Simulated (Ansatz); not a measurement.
Calculated with Ansatz (gas phase, PBE0-D4/def2-TZVP geometries, no zero-point term in ΔE). CBS: MP2 limit from def2 TZ/QZ plus the TZ coupled-cluster correction, frozen cores. This one scheme is used for every species. Functionals use def2-TZVPP. B3LYP here is the variant with VWN-RPA as its local correlation; programs differ in this. def2 core potentials past Kr. For Sn outer-core shells are correlated without core-valence functions, which leaves a few kJ/mol of doubt a bond. Each species was taken in one conformer, which may not be the lowest.

Consider the formal exchange of groups at the Sn–F bond: `[NH2][SnH]([OH])[F]` + `F[SiH3]` → `[NH2][SnH]([OH])[SiH2]F` + H–F.

| level | ΔE (kJ/mol) | difference from CCSD(T)/CBS |
| --- | --- | --- |
| PBE-D4 | 44.5 | -11.7 |
| r2SCAN-D4 | 60.4 | 4.2 |
| PBE0-D4 | 44.9 | -11.3 |
| B3LYP-D4 | 58.1 | 1.9 |
| ωB97X-V | 65.2 | 9.0 |
| ωB97M-V | 61.5 | 5.3 |
| B2PLYP | 66.0 | 9.8 |
| PBE | 49.7 | -6.5 |
| r2SCAN | 62.0 | 5.8 |
| PBE0 | 49.9 | -6.3 |
| B3LYP | 66.4 | 10.2 |
| HF/def2-TZVPP | 84.3 | 28.1 |
| MP2/def2-TZVPP | 56.8 | 0.6 |
| SCS-MP2/def2-TZVPP | 65.6 | 9.4 |
| CCSD/def2-TZVPP | 59.0 | 2.8 |
| CCSD(T)/def2-TZVPP | 56.9 | 0.7 |
| HF/def2-QZVPP | 87.6 | 31.4 |
| MP2/def2-QZVPP | 57.5 | 1.3 |
| SCS-MP2/def2-QZVPP | 66.3 | 10.1 |
| HF/CBS(def2) | 88.1 | 31.9 |
| MP2/CBS(def2) | 56.1 | -0.1 |
| CCSD/CBS(def2) | 58.4 | 2.2 |
| CCSD(T)/CBS | 56.2 | 0 |

Largest T1 diagnostic among the species: 0.014.

In def2-TZVPP, CCSD(T) changes the Hartree–Fock value by −27.4 kJ/mol (the triples alone add −2.1 kJ/mol) and MP2 by −27.5 kJ/mol. The D4 term adds −8.4 kJ/mol with B3LYP and −4.9 kJ/mol with PBE0; it sums over pairs of atoms, weighted by their polarisabilities, and B3LYP, whose exchange is more repulsive, gets the larger term.
